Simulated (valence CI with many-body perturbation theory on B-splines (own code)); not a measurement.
**Forbidden lines of Os25+**

Calculated by relativistic CI+MBPT: five valence electrons over a frozen Dirac-Fock core [Kr] 4d10, radial functions for each j: 7 s, 7 p, 7 d, 7 f, 4 g, 2 h, with the one-electron correlation potential Σ1, the two-electron term Σ2, the three-electron term Σ3, Breit, model QED; selected CI, second order for the rest, scaled by the run's own slope (own B-spline code, finite nucleus).

No measured levels were compared; by estimate terms of the open shell hold to a few per cent of their energy, and close levels can change places. Among the levels kept, up to 990 cm⁻¹ of a level comes from second order outside the variational space, and about a tenth of that is noise between levels of different J, which matters for small intervals. Only levels of the ground parity were solved; by the run's estimate the other parity begins above the list, which can be wrong where configurations are misplaced.

Lines 1 to 50 of 120 in falling wavelength, among levels below 39.383 eV, chosen from the decays that carry over 1 % of a level's rate. Wavelengths and rates use the calculated energies, so an error of 2000 cm⁻¹ moves a line at 1774 nm by 35 % and its rate by three times that or more. S is in atomic units (e²a₀⁴ for E2 and M2, e²a₀⁶ for E3), for M1 in squared Bohr magnetons. Weak lines are less certain than strong ones. Lines between different terms over intervals too small for the method are left out, as are lines whose strength nearly cancels. Where a level lies close to another of its J and parity, the split of strength between their lines is uncertain. Intervals below about 2000 cm⁻¹, as at the head of this list, are uncertain by tens of per cent.

Names give the largest LS component (configuration and term), which can be under half, so a name can repeat, a term be missing and a line seem to break the LS rules; names also repeat where a configuration has a term twice. Letters in brackets count levels of one name in rising energy.

```csv
λ vac (nm),Upper,Lower,Type,A (s⁻¹),S (a.u.)
6767,4f5 6F°_1/2,4f5 6F°_3/2,M1,4.06e-01,9.33e+00
2849,4f5 6H°_15/2,4f5 6H°_13/2,M1,1.23e+00,1.69e+01
1985,4f5 4M°_21/2,4f5 4M°_19/2,M1,2.43e+00,1.55e+01
1774,4f5 4H°_11/2 [a],4f5 4G°_9/2 [a],M1,3.98e+00,9.89e+00
1369,4f5 6H°_13/2,4f5 6H°_11/2,M1,2.51e+01,3.34e+01
1276,4f5 4F°_3/2 [a],4f5 6F°_5/2 [b],M1,1.14e+01,3.50e+00
1088,4f5 6H°_11/2,4f5 6H°_9/2,M1,6.68e+01,3.83e+01
1043,4f5 6F°_11/2,4f5 6F°_9/2,M1,2.55e+01,1.29e+01
1011,4f5 4L°_17/2,4f5 4L°_15/2,M1,1.71e+01,1.18e+01
948.1,4f5 6F°_9/2,4f5 6F°_7/2,M1,5.85e+01,1.85e+01
943.7,4f5 4M°_19/2,4f5 4M°_17/2,M1,3.69e+01,2.30e+01
911.6,4f5 6P°_3/2,4f5 4P°_5/2 [a],M1,3.21e+01,3.61e+00
887.0,4f5 6H°_9/2,4f5 6H°_7/2,M1,1.30e+02,3.37e+01
877.4,4f5 6F°_7/2,4f5 6F°_5/2 [a],M1,8.45e+01,1.69e+01
826.2,4f5 4G°_9/2 [a],4f5 4G°_7/2 [a],M1,5.29e+01,1.11e+01
760.8,4f5 6H°_7/2,4f5 6H°_5/2,M1,1.58e+02,2.06e+01
745.6,4f5 6F°_5/2 [a],4f5 6H°_7/2,M1,7.33e+00,6.76e-01
738.9,4f5 6F°_7/2,4f5 6H°_9/2,M1,5.98e+00,7.15e-01
735.4,4f5 4M°_15/2,4f5 6H°_15/2,M1,1.10e+02,2.60e+01
671.6,4f5 6F°_9/2,4f5 6H°_11/2,M1,3.32e+00,3.73e-01
662.8,4f5 2K°_15/2 [a],4f5 4M°_17/2,M1,3.08e+01,5.32e+00
656.4,4f5 4P°_5/2 [a],4f5 6F°_5/2 [b],M1,5.08e+01,3.20e+00
655.3,4f5 4M°_17/2,4f5 4M°_15/2,M1,8.40e+01,1.58e+01
653.9,4f5 2P°_1/2 [a],4f5 4F°_3/2 [a],M1,9.56e+00,1.98e-01
635.0,4f5 6F°_5/2 [b],4f5 6F°_7/2,M1,4.32e+01,2.46e+00
606.8,4f5 4G°_7/2 [a],4f5 6F°_5/2 [b],M1,1.57e+02,1.04e+01
606.7,4f5 4I°_9/2 [a],4f5 6F°_9/2,M1,9.22e+00,7.63e-01
598.8,4f5 4F°_5/2 [a],4f5 4P°_5/2 [a],M1,2.52e+01,1.20e+00
586.5,4f5 4H°_7/2 [a],4f5 4G°_7/2 [a],M1,9.05e+00,5.41e-01
585.1,4f5 4L°_15/2,4f5 4L°_13/2,M1,1.51e+02,1.79e+01
584.5,4f5 4M°_15/2,4f5 6H°_13/2,M1,4.20e+01,4.98e+00
582.3,4f5 6F°_11/2,4f5 6H°_13/2,M1,2.06e+00,1.81e-01
578.0,4f5 4G°_9/2 [a],4f5 4I°_9/2 [a],M1,1.63e+01,1.17e+00
544.6,4f5 6P°_3/2,4f5 4F°_3/2 [a],M1,1.11e+01,2.66e-01
529.6,4f5 4L°_17/2,4f5 4M°_17/2,M1,9.64e+00,9.55e-01
481.8,4f5 4L°_13/2,4f5 6H°_15/2,M1,5.91e+00,3.43e-01
461.3,4f5 4G°_7/2 [a],4f5 6F°_9/2,M1,4.54e+01,1.32e+00
453.7,4f5 4H°_11/2 [a],4f5 4K°_11/2 [a],M1,4.52e+01,1.88e+00
445.1,4f5 4K°_13/2,4f5 4K°_11/2 [a],M1,2.62e+02,1.20e+01
439.8,4f5 4H°_11/2 [a],4f5 4L°_13/2,M1,8.79e+00,3.33e-01
436.8,4f5 2G°_9/2 [a],4f5 4K°_11/2 [a],M1,1.50e+01,4.64e-01
431.8,4f5 4K°_13/2,4f5 4L°_13/2,M1,1.51e+02,6.31e+00
420.4,4f5 2G°_9/2 [a],4f5 4I°_9/2 [a],M1,9.07e+01,2.50e+00
415.2,4f5 6F°_9/2,4f5 6H°_9/2,M1,8.77e+00,2.33e-01
415.0,4f5 4F°_5/2 [a],4f5 4F°_3/2 [a],M1,4.07e+02,6.47e+00
413.3,4f5 4G°_9/2 [a],4f5 6F°_11/2,M1,2.64e+01,6.91e-01
412.4,4f5 4L°_15/2,4f5 4M°_15/2,M1,1.96e+02,8.16e+00
412.1,4f5 4L°_13/2,4f5 6H°_13/2,M1,1.92e+02,6.96e+00
403.1,4f5 6F°_7/2,4f5 6H°_7/2,M1,4.96e+01,9.63e-01
381.6,4f5 6P°_3/2,4f5 6F°_5/2 [b],M1,4.14e+01,3.41e-01
```
